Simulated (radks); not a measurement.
Mn22+, configuration 1s1 2s1 2p1 (not the ground configuration).

Calculated with a radial shooting solver on a logarithmic mesh with Libxc functionals: non-relativistic Kohn-Sham, PBE, spin-unpolarised, spherical densities, point nucleus; without spin polarisation the odd electron is poorly described.

Energy parts (Ry):
total: -905.86812
kinetic: 905.72545
electron-nucleus: -1842.65038
Hartree: 53.01634
exchange-correlation: -21.95954

Orbitals (lengths in bohr, moments of r in powers of bohr):
[
 {"orbital": "1s", "occ.": "1", "eigenvalue (Ry)": "-588.9804", "<r^4>": "0.00005980"},
 {"orbital": "2s", "occ.": "1", "eigenvalue (Ry)": "-136.2361", "<r^4>": "0.008621"},
 {"orbital": "2p", "occ.": "1", "eigenvalue (Ry)": "-133.5503", "<r^4>": "0.005338"}
]

The highest occupied level is 2p at -1817.0 eV. Summed over all electrons, <r^2> = 0.1304 bohr^2, which gives a Langevin (diamagnetic) susceptibility term of -0.103 x 10^-6 cm^3/mol. Virial ratio -V/T = 2.00016. The density falls to 0.001 e/bohr^3 at r = 0.74 bohr.
